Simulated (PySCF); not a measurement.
Coordinates in bohr (charge 0 multiplicity 8):
```
Eu    0.0000    0.0000   -0.0280
H     3.3955    0.0000    2.1268
H    -3.3955    0.0000    2.1268
```

All numbers come from UPBE0 in PySCF with Eu def2-TZVP with ECP28, H def2-TZVP; scalar-relativistic core potentials, no spin–orbit coupling; density-fitted integrals.

This geometry of EuH₂ is a stationary point at this level.

Task: What is the point group?

Result: C2v.

Task: Is it a minimum?

Result: Yes: all harmonic wavenumbers are real.

Task: Which band is strongest in the infrared?

Result: 1207 cm⁻¹ (b2), 880 km/mol.

Task: Give the atomic charges and bond orders.

Result: 
| atom | Mulliken | Löwdin | polar tensor | spin (Mulliken) | Mayer order to Eu1 |
| --- | --- | --- | --- | --- | --- |
| Eu1 | 0.67 | 0.51 | 1.18 | 7.11 | – |
| H2,3 | -0.33 | -0.25 | -0.59 | -0.06 | 0.87 |

Task: Give the ideal-gas entropy at 298.15 K and 1 bar by parts.

Result: translation 171.8, rotation 63.7, vibration 4.2, spin 17.3; total 257.0 J/(mol K).

Only a few start shapes were tried, so a lower isomer may exist. With open d or f shells other occupations or spin states may lie lower. The pruned grid is coarse for the open f shell: energies are uncertain by about 2 kJ/mol and soft modes are noisy. With an element this heavy the missing spin–orbit coupling can shift these numbers.
